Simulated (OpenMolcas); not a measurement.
**Levels of Ni7+ by method**

```
Program             : OpenMolcas
Basis               : ANO-RCC-VTZP [6s5p3d2f1g]
Scalar Hamiltonian  : DKH2, point nucleus
Active space        : 9 electrons in 8 orbitals (RAS1 3p, at most 2 holes; RAS2 3d)
State averaging     : 2S+1 = 4 even, 10 roots; 2S+1 = 2 even, 40 roots
Spin-orbit coupling : RASSI with atomic mean-field integrals over the reference wave functions, term energies averaged over their components
```

Methods on the same reference wave functions:
A. RASSCF
B. SS-RASPT2, IPEA 0.25 Eh, imaginary shift 0.1 Eh (closed shells correlated: 3s)
C. MS-RASPT2, IPEA 0.25 Eh, imaginary shift 0.1 Eh (closed shells correlated: 3s)

Energies in eV above 3d³ ⁴F_3/2, the measured ground level; measured values from Corliss and Sugar, J. Phys. Chem. Ref. Data 10, 197 (1981).

| Level | A | B | C | Measured |
| --- | --- | --- | --- | --- |
| 3d³ ⁴F_3/2 | 0.0000 | 0.0000 | 0.0000 | 0.0000 |
| 3d³ ⁴F_5/2 | 0.1245 | 0.1249 | 0.1248 | 0.1255 |
| 3d³ ⁴F_7/2 | 0.2891 | 0.289 | 0.289 | 0.2708 |
| 3d³ ⁴F_9/2 | 0.4861 | 0.485 | 0.485 | 0.4613 |
| 3d³ ⁴P_1/2 | 3.2946 | 2.998 | 2.997 | 2.8840 |
| 3d³ ⁴P_3/2 | 3.3188 | 3.027 | 3.028 | 2.9397 |
| 3d³ ⁴P_5/2 | 3.4960 | 3.196 | 3.196 | 3.0586 |
| 3d³ ²G_7/2 | 3.6207 | 3.308 | 3.307 |  |
| 3d³ ²G_9/2 | 3.7781 | 3.461 | 3.461 |  |
| 3d³ ²P_3/2 [54 %] | 4.3296 | 4.163 | 4.161 |  |
| 3d³ ²P_1/2 | 4.3585 | 4.219 | 4.219 |  |
| 3d³ ²D_3/2(1) [58 %] | 4.8683 | 4.696 | 4.697 |  |
| 3d³ ²D_5/2(1) | 4.8819 | 4.687 | 4.669 |  |
| 3d³ ²H_9/2 | 5.0129 | 4.569 | 4.569 |  |
| 3d³ ²H_11/2 | 5.1216 | 4.673 | 4.672 |  |
| 3d³ ²F_7/2 | 7.9573 | 7.328 | 7.328 |  |
| 3d³ ²F_5/2 | 8.0235 | 7.395 | 7.394 |  |
| 3d³ ²D_5/2(2) | 11.8260 | 11.344 | 11.360 |  |
| 3d³ ²D_3/2(2) | 11.9203 | 11.438 | 11.437 |  |

Deviations, from unrounded energies. A percentage is the sum of absolute deviations over the sum of measured energies, with the sign that they share, or ± where signs differ.

| Against measurement | Levels | A | B | C |
| --- | --- | --- | --- | --- |
| mean absolute deviation (cm-1) | 6 | 1700 | 510 | 510 |
| fine structure of the ground term (%) | 3 | ±5.1 | ±5.0 | ±5.0 |
| other terms of the ground configuration (%) | 3 | +13.8 | +3.8 | +3.8 |

B, C lie about equally close to measurement and A furthest from it. The largest miss of B in the table is 3d³ ⁴P_5/2, by +1100 cm-1. The ranking rests on the paired levels alone, and a cruder setting can come out closer through cancelling errors.

Between B and C the level of the table that moves most is 3d³ ²D_5/2(1), by 140 cm-1 (lowest in C, highest in B). Moves below CASPT2's spread within the term are not significant.

The two smallest mean deviations differ by little beside CASPT2's spread within terms, so their order carries little weight.

From A to B the spin-free energies of the other terms of 3d³ shown, above ⁴F, scale by factors of 0.90 to 0.97, as is usual when dynamic correlation screens the repulsion within a d or f shell.

The lowest spin-free term lies below A's lowest term by 0.243 hartree in B, 0.243 hartree in C.

Term energies are means over components that CASPT2 splits; among the terms shown or strongly mixed into the levels shown the widest spread is 990 cm-1 (3d³ ⁴F, C). Active for correlation alone: 3p; no level in the range computed is led by a configuration that opens it, so any true level of that kind is missing. Without dynamic correlation excited terms often stand tens of per cent too high (terms of higher spin than the ground term too low), and those without a measured partner can miss by more than the paired ones (holds for A). The CASPT2 spread within a term exceeds the gap to the next term for 3d³ ²D(1) and 3d³ ²H, so the order of their levels is uncertain (holds for C). Measured partners are found by configuration, term and J. A level has none where our copy of the source lacks it or the pairing is in doubt (some pairs that miss far off the trend of their configuration count as doubtful), and it then counts in no deviation. Levels of configurations outside the active space are missing.

A share in square brackets marks a mixed level and gives the weight of the term that names it, the lowest over the columns. A number in round brackets counts repeated terms of one configuration in the order of the reference energies.
